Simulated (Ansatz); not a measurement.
CH$_{4}$Cl$_{2}$OZr (`[CH3][Zr]([OH])([Cl])[Cl]`). The species carries charge 0 and has multiplicity 1. Zr takes the def2 core potential.

```xyz
9

C    -1.2397    0.1929   -0.6466
Zr    0.4747   -0.0796    0.6948
O     1.9575   -0.2858   -0.4593
Cl    0.6095    1.8739    1.9952
Cl    0.0296   -2.0191    1.9458
H    -1.3658   -0.6751   -1.3031
H    -1.1079    1.0802   -1.2756
H    -2.1593    0.3189   -0.0636
H     2.8012   -0.4063   -0.8876
```

Problem. List the harmonic frequencies (cm⁻¹, unscaled) at PBE0-D4/def2-TZVP in Ansatz. (Best estimate.)

Solution. Computed: 93, 95, 111, 120, 141, 155, 244, 296, 379, 402, 501, 516, 535, 748, 1171, 1408, 1410, 3019, 3110, 3112, 3985.

Problem. Is this a minimum?

Solution. Yes, all 21 modes are real.

Problem. Give the ideal-gas thermochemistry at 298.15 K and 1 bar (rigid rotor, harmonic oscillator; point group Cs, symmetry number 1).

Solution. Zero-point energy 128.9 kJ/mol; H(298) − E = 155.9 kJ/mol; entropy 405.8 J/(mol·K), of which translation 174.6, rotation 121.3, vibration 110.0; G(298) − E = 34.9 kJ/mol. Modes under 100 cm⁻¹ are hindered rotations or soft bends, so the harmonic entropy is rough.

Problem. Rotational constants (cm⁻¹)?

Solution. 0.06782, 0.04586, 0.03889.
